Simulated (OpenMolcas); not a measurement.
# I VI: RASPT2 settings compared

* Program: OpenMolcas
* Basis: ANO-R1 [6s5p3d1f]
* Scalar Hamiltonian: X2C, finite nucleus
* Active space: 2 electrons in 9 orbitals (RAS2 5s 5p; RAS3 5d, at most 2 electrons)
* State averaging: 2S+1 = 3 even, 3 roots; 2S+1 = 1 even, 6 roots; 2S+1 = 3 odd, 3 roots; 2S+1 = 1 odd, 3 roots
* Spin-orbit coupling: state interaction with AMFI integrals over the reference wave functions, term energies averaged over their components

Methods on the same reference wave functions:
A. RASSCF
B. SS-RASPT2, IPEA 0 Eh, imaginary shift 0.5 Eh (closed shells correlated: 4s 4p 4d)
C. XMS-RASPT2, IPEA 0 Eh, imaginary shift 0.25 Eh (closed shells correlated: none)
D. XMS-RASPT2, IPEA 0.3 Eh, real shift 0.2 Eh (closed shells correlated: none)

Energies in cm⁻¹ above 5s² ¹S₀, the measured ground level; measured values from the list in Rauch et al., Astron. Astrophys. 606, A105 (2017).

| Level | A | B | C | D | Measured |
| --- | --- | --- | --- | --- | --- |
| 5s² ¹S₀ | 0.0 | 0.0 | 0.0 | 0.0 | 0.0 |
| 5s 5p ³P°₀ | 76557 | 80908 | 76805 | 76799 | 85666 |
| 5s 5p ³P°₁ | 80120 | 84277 | 80364 | 80358 | 89262 |
| 5s 5p ³P°₂ | 89591 | 93942 | 89839 | 89833 | 99685 |
| 5s 5p ¹P°₁ | 126467 | 121739 | 126462 | 126459 | 127424 |

Deviations, from unrounded energies. A percentage is the sum of absolute deviations over the sum of measured energies, with the sign that they share, or ± where signs differ.

```csv
Against measurement,Levels,A,B,C,D
mean absolute deviation (cm-1),4,7300,5300,7100,7100
other configurations (%),4,-7.3,-5.3,-7.1,-7.1
```

B lies closest to measurement on these levels and A furthest from it. The largest miss of B in the table is 5s 5p ³P°₂, by -5700 cm-1. The ranking rests on the paired levels alone, and a cruder setting can come out closer through cancelling errors.

Among B to D the level of the table that moves most is 5s 5p ¹P°₁, by 4700 cm-1 (lowest in B, highest in C).

The lowest spin-free term lies below A's lowest term by 0.370 hartree in B, 0.001 hartree in C, 0.001 hartree in D.

Active for correlation alone: 5d; no level in the range computed is led by a configuration that fills it, so any true level of that kind is missing. The basis is small and was not contracted for so high a charge. Computed and measured levels are paired by configuration, term and J; levels that our copy of the source lacks, or whose pairing is in doubt (as where it misses far off the trend of its configuration), stay unpaired and out of the deviations. Levels of configurations outside the active space are missing. The table leaves out levels that lie high or whose names do not pair safely across all columns.

° marks odd parity.
